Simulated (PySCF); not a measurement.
SMILES C[Si](C)O[SiH](C)C (C4H13OSi2), doublet at its GFN2-xTB optimised geometry (Å):

```
20

C     -3.4302     0.2513     2.3193
Si    -1.6851    -0.5144     2.3826
C     -1.6826    -2.3251     1.7814
O     -0.7058     0.3527     1.4023
Si    -0.2286     1.0220     0.0000
C      1.6673     1.0220     0.0000
C     -0.9038     0.0189    -1.4674
H     -4.1242    -0.2873     2.9565
H     -3.4211     1.2896     2.6354
H     -3.8142     0.2205     1.3003
H     -0.6808    -2.7433     1.7764
H     -2.0701    -2.3814     0.7649
H     -2.3039    -2.9528     2.4120
H     -0.7844     2.3814     0.0000
H      2.0553     1.5219    -0.8818
H      2.0701     0.0130     0.0119
H      2.0569     1.5391     0.8712
H     -0.6012     0.4522    -2.4158
H     -0.5445    -1.0070    -1.4471
H     -1.9898    -0.0148    -1.4558
```

Level of theory: PySCF 2.14.0 with unrestricted PBE0/def2-SVP. Cells within 0.4 Å of a nucleus heavier than hydrogen are left out (blank, or x).

Map of the deformation density (molecule minus spherical neutral atoms) (e/bohr³) on the plane z = 0.0 Å:

```
|1111111111111111111111111111111|
|1111111111111111111111111111111|
|1111111111111111111111111111111|
|1111111111111111111111111111111|
|1111111111111111111111111111111|
|1111111111111111111111111111111|
|1111111111112221111111111111111|
|1111111111126742111111111111111|
|1111111111238963111101111111111|
|1111111111135642111101211111111|
|1111111111112211134223311111111|
|11111111110001xx2567xx311111111|
|1111111111000xxx2577xx311111111|
|1111111111000010134458631111111|
|1111111111111000012259941111111|
|1111111111111100011136721111111|
|1111111111111100011111101111111|
|1111111111111111111111011111111|
|1111111111111111111111111111111|
|1111111111111111111111111111111|
|1111111111111111111111111111111|
|1111111111111111111111111111111|
|1111111111111111111111111111111|
|1111111111111111111111111111111|
|1111111111111111111111111111111|
|1111111111111111111111111111111|
|1111111111111111111111111111111|
|1111111111111111111111111111111|
|1111111111111111111111111111111|
|1111111111111111111111111111111|
|1111111111111111111111111111111|
```
Scale: ten equal steps from -0.018 (start of '0') to 0.082 (end of '9'), in the order '0123456789'; x runs from -4.50 to 4.50, y from -4.50 (bottom) to 4.50 (top).
